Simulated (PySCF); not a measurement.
Two-dimensional NMR puzzle

Compound of formula C₁₁H₇FO. Correlations simulated from computed shifts and couplings:

HSQC (one-bond C–H):
| δH | δC | $^{1}J$(C,H) (Hz) |
| --- | --- | --- |
| 8.71 | 139.2 | 171 |
| 8.45 | 133.7 | 175 |
| 8.14 | 136.2 | 168 |
| 8.06 | 134.1 | 169 |
| 8.04 | 133.7 | 168 |
| 7.86 | 135.3 | 168 |
| 7.79 | 132.6 | 169 |

COSY cross peaks (|J| ≥ 2 Hz):
| δH | δH | abs. J (Hz) | bonds |
| --- | --- | --- | --- |
| 8.45 | 8.06 | 9.7 | 3 |
| 8.14 | 7.79 | 9.2 | 3 |
| 8.04 | 7.86 | 9.3 | 3 |
| 7.86 | 7.79 | 7.8 | 3 |

HMBC (two and three bonds, |J| ≥ 2.5 Hz):
| δH | δC [abs. J in Hz] |
| --- | --- |
| 8.71 | 163.5 [6.0], 139.9 [6.3], 136.2 [5.9], 133.7 [6.9] |
| 8.45 | 163.5 [4.0], 139.9 [8.8], 139.2 [5.9] |
| 8.14 | 139.9 [6.2], 139.2 [5.8], 135.5 [2.6], 135.3 [8.9] |
| 8.06 | 139.9 [2.8], 135.5 [6.3], 133.7 [5.6], 126.7 [9.0] |
| 8.04 | 135.5 [6.3], 134.1 [5.6], 132.6 [8.8] |
| 7.86 | 139.9 [8.5], 136.2 [7.8] |
| 7.79 | 135.5 [8.6], 133.7 [7.7] |

Carbons without hydrogens: δ 163.5, 139.9, 135.5, 126.7.

How the numbers were obtained: structure optimised with PBE0-D3(BJ)/def2-SVP, shielding tensors at PBE0/pcSseg-1 (GIAO), J couplings at B3LYP/pcJ-1 (spin–dipole term only in couplings to heteroatoms), in PySCF 2.14 (a single conformation, relativity neglected, no solvent).

Referencing at the same level of theory: $^{1}$H and $^{13}$C vs TMS.

Exchangeable hydrogens are left out of these lists, and C,H couplings along chains are those of one rotamer, so weak HMBC peaks may be missing or extra.

Q: Assemble the structure.

A: SMILES O=C(F)c1ccc2ccccc2c1.

Structure with atom numbers: `[O:1]=[C:2]([F:3])[c:4]1[cH:5][cH:6][c:7]2[cH:8][cH:9][cH:10][cH:11][c:12]2[cH:13]1`; H(Xn) means a hydrogen on atom n.

1. δC 163.5 is C2, a carbonyl carbon.
2. δC 139.9 is C7, a ring-fusion aromatic carbon.
3. δC 139.2 is C13, an aromatic CH (δH 8.71).
4. δC 136.2 is C11, an aromatic CH (δH 8.14).
5. δC 135.5 is C12, a ring-fusion aromatic carbon.
6. δC 135.3 is C9, an aromatic CH (δH 7.86).
7. δC 134.1 is C6, an aromatic CH (δH 8.06).
8. δC 133.7 is C8, an aromatic CH (δH 8.04).
9. δC 133.7 is C5, an aromatic CH (δH 8.45).
10. δC 132.6 is C10, an aromatic CH (δH 7.79).
11. δC 126.7 is C4, a substituted aromatic carbon.
12. HMBC from δH 8.71 reaches the proton-free carbons C2, C7.
13. HMBC from δH 8.45 reaches the proton-free carbons C2, C7.
14. HMBC from δH 8.14 reaches the proton-free carbons C7, C12.
15. HMBC from δH 8.06 reaches the proton-free carbons C7, C12, C4.
16. COSY links 8.45–8.06, 8.14–7.79, 8.04–7.86, 7.86–7.79.

The data come from this structure; uniqueness wasn't tested.

Common functionals overestimate the size of one-bond C–F couplings by tens of Hz; these are unscaled. Unscaled 3J(H,H) at this level run about 10 % above measured values. Shifts are as computed. Against solution values, carbons near 30 ppm lie about +2 ppm off and those near 130 ppm about +5 ppm. Of 1211 compounds with measured shifts, 218 miss one by over three times the rms of a fit or turn the order of signals round; such compounds aren't used in these exercises.
